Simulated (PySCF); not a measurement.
## How methods differ on the ionisation energy of Pm⁺

Pm⁺ [Xe] 4f5 6s1 (high-spin determinant) → Pm²⁺ [Xe] 4f5 (high-spin determinant), as a difference of total energies. Calculation: PySCF 2.14, in cc-pVDZ-X2C (8s7p5d3f1g, 84 functions); the spin-free X2C one-electron Hamiltonian (Gaussian nucleus). Correlated levels: valence: [Kr] 4d10 frozen; valence and next inner shell: [Ar] 3d10 frozen. The calculations carry no spin-orbit coupling.

```tsv
method	ionisation energy (eV)	difference from reference (eV)
UHF	10.169	-0.769
LDA	11.322	+0.384
PBE	11.137	+0.199
PBE0	10.933	-0.005
r2SCAN	10.904	-0.034
MP2 (valence)	10.801	-0.137
SCS-MP2 (valence)	10.629	-0.309
MP2 (valence and next inner shell)	10.870	-0.068
SCS-MP2 (valence and next inner shell)	10.697	-0.241
```

Reference: 10.938 ± 0.02 eV (semi-empirical (NIST evaluation); NIST Atomic Spectra Database, ionization energies).

Errors of the correlated levels include the incompleteness of this basis and the frozen core.

The determinant of Pm²⁺ and of Pm⁺ mixes LS terms, which raises its energy above the lowest term, most at the Hartree-Fock and MP2 levels.
